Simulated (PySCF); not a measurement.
An EPR job on `Fc1occ(OC)[c]1` [radical].

Method: UKS B3LYP, pcH-1 on C F H O, non-relativistic, mean-field spin-orbit, GIAO (PySCF 2.14.0). Geometry: GFN2-xTB. The command runs a driver script over a list of jobs; the input below is this job's line of settings and its coordinates in Å.

Command:
```bash
OMP_NUM_THREADS=1 python probes_run.py task.json out
```

Input:
```
{"job": {"kind": "epr", "basis": "pcH-1"}, "charge": 0, "multiplicity": 2}
C     -2.111516    -0.025081    -0.014772
O     -1.086928    -0.123355    -0.979343
C      0.167518    -0.055536    -0.509012
C      1.338807    -0.136221    -1.302209
C      2.394682    -0.029431    -0.472781
F      3.695541    -0.042830    -0.695254
O      1.997164     0.114916     0.798244
C      0.629769     0.098193     0.772161
H     -2.043887    -0.837314     0.715316
H     -2.067855     0.934203     0.509852
H     -3.047889    -0.101396    -0.563667
H      0.135794     0.203165     1.715439
```

Problem. What does the run print?

Solution. 
```
UKS, coarse grid
  cycle   1  E = -442.87357803  |g| = 6.66e-01
  cycle   2  E = -442.33851602  |g| = 1.27e+00
  cycle   3  E = -443.00360689  |g| = 3.08e-01
  cycle   4  E = -443.02068560  |g| = 3.44e-01
  cycle   5  E = -443.06568349  |g| = 2.05e-01
  cycle   6  E = -443.08061235  |g| = 1.24e-01
  cycle   7  E = -443.08870969  |g| = 4.44e-02
  cycle   8  E = -443.08992966  |g| = 1.66e-02
  cycle   9  E = -443.09015030  |g| = 8.85e-03
  cycle  10  E = -443.09026098  |g| = 3.89e-03
  cycle  11  E = -443.09031522  |g| = 1.67e-03
  cycle  12  E = -443.09032904  |g| = 1.33e-03
  cycle  13  E = -443.09033258  |g| = 6.51e-04
UKS, final grid
  cycle   1  E = -443.09036041  |g| = 9.30e-04
  cycle   2  E = -443.09035997  |g| = 1.79e-03
  cycle   3  E = -443.09036131  |g| = 2.25e-04
  cycle   4  E = -443.09036148  |g| = 2.10e-04
  cycle   5  E = -443.09036169  |g| = 8.00e-05
  cycle   6  E = -443.09036171  |g| = 2.57e-05
  cycle   7  E = -443.09036171  |g| = 1.99e-05
E = -443.09036171 Eh   <S^2> = 0.7571 (exact 0.7500)
g shifts (ppm)      1          2          3
  rmc          -163       -163       -163
  gc             28          6         17
  oz_so        -425         21         71
  total        -559       -136        -74
hyperfine (MHz)  atom isotope    a_iso     a_fc   dipolar eigenvalues
    0   13C      -1.10      -1.10     -0.25     -0.22      0.48
    1   17O       3.19       3.19     -2.57      0.08      2.49
    2   13C       9.37       9.37    -10.66     -5.37     16.03
    3   13C     545.99     545.99    -76.45    -59.30    135.75
    4   13C      30.60      30.60    -19.68     -1.61     21.29
    5   19F     -10.95     -10.95    -36.34     10.55     25.78
    6   17O      -5.87      -5.87    -19.31      7.78     11.54
    7   13C      43.80      43.80     -3.28     -0.96      4.23
    8    1H      -0.11      -0.11     -1.23     -0.97      2.20
    9    1H      -0.11      -0.11     -1.23     -0.96      2.19
   10    1H      -0.13      -0.13     -0.83     -0.77      1.60
   11    1H      14.99      14.99     -2.89     -2.09      4.98
```

rmc, gc and oz_so are the mass-correction, gauge-correction and orbital-Zeeman/spin–orbit parts of the g shift along its three principal axes; a_iso is the isotropic hyperfine coupling and a_fc its Fermi-contact part. The program numbers atoms from 0.

Problem. How far is ⟨S²⟩ from the pure-spin value?

Solution. S = 0.5 gives S(S+1) = 0.75; the run has 0.7571, 0.0071 more.

Main results: ⟨S²⟩ 0.757; g_iso 2.0021.

Geometry: GFN2-xTB, one conformer, isolated molecule.

Problem. Estimate the wall time. Hardware: an Arm Neoverse V2 with one thread, shared host with 96 logical CPUs at a one-minute load of 57. And the peak memory of the process?

Solution. About 44 s (density and orbital grids were written too), with 0.87 GiB resident at the peak, the Python interpreter and its libraries included.
Labels such as C1 count atoms from 1, the log's own numbers from 0.
